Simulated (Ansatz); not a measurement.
Compare A (`[OH][Ge][O][SiH3]`) with its isomer B (`O[SiH]1[O][GeH2]1`).

Computed with Ansatz on PBE0-D4/def2-TZVP structures; ΔE is electronic, products minus reactants. CCSD(T)/CBS is the MP2 limit (def2-TZVPP, def2-QZVPP) plus CCSD(T) − MP2 in def2-TZVPP, frozen cores. DFT in def2-TZVPP. B3LYP here is the variant with VWN-RPA as its local correlation; programs differ in this. For Ge outer-core shells are correlated without core-valence functions, which leaves a few kJ/mol of doubt a bond. Scalar relativity is left out up to krypton. One conformer a species, not always the lowest.

A:

Z-matrix (Å, degrees):
```
Si
O 1 1.640
H 1 1.486 2 109.6
H 1 1.486 2 109.6 3 -119.8
H 1 1.490 2 110.8 3 120.1
Ge 2 1.800 1 137.6 3 -120.2
O 6 1.774 2 96.3 1 179.9
H 7 0.964 6 112.5 2 -0.0
```

B:

Z-matrix (Å, degrees):
```
Si
O 1 1.625
Ge 1 2.265 2 56.1
O 1 1.630 2 116.2 3 113.9
H 1 1.484 2 118.2 3 -113.5
H 3 1.537 1 123.1 2 81.6
H 3 1.539 1 125.0 2 -80.6
H 4 0.959 1 117.7 2 148.3
```

Task: Which is lower in electronic energy at CCSD(T)/CBS, and by how much? (Estimate.)

Result: Computed: A, by 18.6 kcal/mol.

Task: Give E(B) − E(A) in kcal/mol with B3LYP-D4, PBE0-D4, CCSD(T)/def2-TZVPP, B2PLYP, CCSD/def2-TZVPP, HF/def2-TZVPP, ωB97M-V. (Estimate.)

Result: Computed: B3LYP-D4 22.7, PBE0-D4 15.8, CCSD(T)/def2-TZVPP 17.8, B2PLYP 20.8, CCSD/def2-TZVPP 19.0, HF/def2-TZVPP 26.4, ωB97M-V 20.5. None reverses the order clearly.

Largest T1 diagnostic: 0.015.

In def2-TZVPP, CCSD(T) changes the Hartree–Fock value by −8.6 kcal/mol (the triples alone add −1.2 kcal/mol) and MP2 by −9.6 kcal/mol.
